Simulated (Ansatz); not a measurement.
MoO2(NH2)2 (MoN₂O₂H₄). The state is a singlet with charge 0. Geometry PBE0-D4/def2-SVP.

```
atom   x (Å)   y (Å)   z (Å)
 Mo1   0.142   0.440  -0.462
  O2   0.907   0.031  -1.902
  O3  -0.230   2.073  -0.304
  N4   1.322  -0.036   0.987
  H5   1.361   0.453   1.877
  H6   2.035  -0.758   0.929
  N7  -1.511  -0.550  -0.372
  H8  -1.675  -1.431  -0.851
  H9  -2.350  -0.221   0.097
```

In the def2 sets Mo takes a core potential, while STO-3G treats all electrons; there is no spin–orbit coupling. B3LYP takes the VWN-RPA correlation.

Question: Estimate the orbital energies around the gap (eV) in Ansatz with HF/STO-3G, PBE-D4/def2-SVP, BLYP-D4/def2-TZVP, r2SCANh-D4/def2-TZVP, B3LYP-D4/def2-TZVP.

Answer: 
| orbital | HF/STO-3G | PBE-D4/def2-SVP | BLYP-D4/def2-TZVP | r2SCANh-D4/def2-TZVP | B3LYP-D4/def2-TZVP |
| --- | --- | --- | --- | --- | --- |
| HOMO−13 | -28.21 | -20.70 | -20.89 | -23.18 | -23.24 |
| HOMO−12 | -28.10 | -20.61 | -20.81 | -23.08 | -23.14 |
| HOMO−11 | -16.06 | -12.50 | -12.52 | -13.74 | -14.09 |
| HOMO−10 | -16.02 | -12.44 | -12.46 | -13.67 | -14.03 |
| HOMO−9 | -13.69 | -10.69 | -10.65 | -11.90 | -12.26 |
| HOMO−8 | -13.38 | -10.65 | -10.61 | -11.84 | -12.18 |
| HOMO−7 | -12.12 | -9.47 | -9.45 | -10.65 | -11.05 |
| HOMO−6 | -11.94 | -9.42 | -9.42 | -10.64 | -11.03 |
| HOMO−5 | -10.65 | -9.03 | -9.00 | -10.10 | -10.47 |
| HOMO−4 | -10.57 | -8.65 | -8.65 | -9.78 | -10.17 |
| HOMO−3 | -9.71 | -7.88 | -7.90 | -8.90 | -9.27 |
| HOMO−2 | -8.71 | -6.95 | -7.01 | -8.05 | -8.45 |
| HOMO−1 | -8.66 | -6.91 | -6.97 | -8.00 | -8.37 |
| HOMO | -7.68 | -6.11 | -6.17 | -7.12 | -7.44 |
| LUMO | 6.16 | -2.42 | -2.49 | -2.20 | -2.00 |
| LUMO+1 | 6.25 | -1.91 | -2.07 | -1.86 | -1.68 |
| LUMO+2 | 7.97 | -0.93 | -1.14 | -0.72 | -0.65 |
| LUMO+3 | 8.17 | -0.58 | -0.85 | -0.04 | -0.45 |
| LUMO+4 | 8.97 | -0.31 | -0.46 | -0.03 | 0.00 |
| LUMO+5 | 12.70 | 0.53 | 0.22 | 0.82 | 0.65 |
